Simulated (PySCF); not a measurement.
All values below come from PBE0-D4/def2-TZVP (PySCF). Gas-phase values, no solvent. Excitations are Tamm–Dancoff values on a coarser integration grid. The basis has no diffuse functions, so Rydberg states are missing or too high.

Reference species (SMILES): `C#CNC` (neutral, multiplicity 1).

* **HOMO–LUMO gap**: 7.07 eV
* **S1–T1 gap (TDA)**: 0.37 eV

Changed species: `NC1=CC1`.

**Question.** What does the change do to the HOMO–LUMO gap and S1–T1 gap (TDA)?

**Answer.** the HOMO–LUMO gap decreases by 0.21 eV, to 6.86 eV; the S1–T1 gap (TDA) increases by 0.93 eV, to 1.30 eV.
